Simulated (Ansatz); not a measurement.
Species: H$_{3}$In, SMILES `[InH3]` (charge 0, multiplicity 1), formula H3In.

Q: How many basis functions does frozen-core CCSD(T)/def2-TZVPP // CAM-B3LYP-D3(BJ)/def2-TZVP run with Ansatz (a quantum-chemistry and plane-wave program) use, how many core orbitals are frozen, and how many electrons are correlated?

A: 92 basis functions and 4 frozen orbitals, which leaves 16 correlated electrons (filled d shells below the valence shell are correlated). Core time is of the order of seconds.
